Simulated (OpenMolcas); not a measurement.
An OpenMolcas run meant for Sm⁴⁺ (ANO-RCC-VDZP, DKH4; inactive shells 1s 2s 2p 3s 3p 3d 4s 4p 4d 5s 5p; intended active space 4 electrons in 7 orbitals (4f)). One step of its input:

```
&RASSCF
FileOrb=start.orb
Symmetry=2
Spin=5
nActEl=4 0 0
Inactive=15 12
Ras2=0 7
CIRoot=35 35 1
SDav=35
CIMx=300
Iter=67 100
PrWF=0.3
OrbListing=Nothing
MaxOrb=0
Atom
>>> COPY $Project.JobIph JOB001
```

Lines from the output:

```
...
      Number of secondary orbitals              34
      Spin quantum number                      2.0
      State symmetry                             2
Orbital specifications:
      -----------------------

      Symmetry species                           1   2
                                                ag  au
      Frozen orbitals                            0   0
      Inactive orbitals                         15  12
      Active orbitals                            0   7
      RAS1 orbitals                              0   0
      RAS2 orbitals                              0   7
      RAS3 orbitals                              0   0
      Secondary orbitals                        21  13
      Deleted orbitals                           0   0
      Number of basis functions                 36  32
      Number of CSFs                             0
      Number of root(s) required                35
 ************ ERROR ***********
  You can't ask for more roots
  than there are configurations
 ******************************
--- Stop Module: rasscf at  /rc=_RC_INPUT_ERROR_ ---
.####################.
.# User input error #.
.####################.
```

Problem. What is wrong with the input?

Solution. The state symmetry names the wrong parity for these configurations.
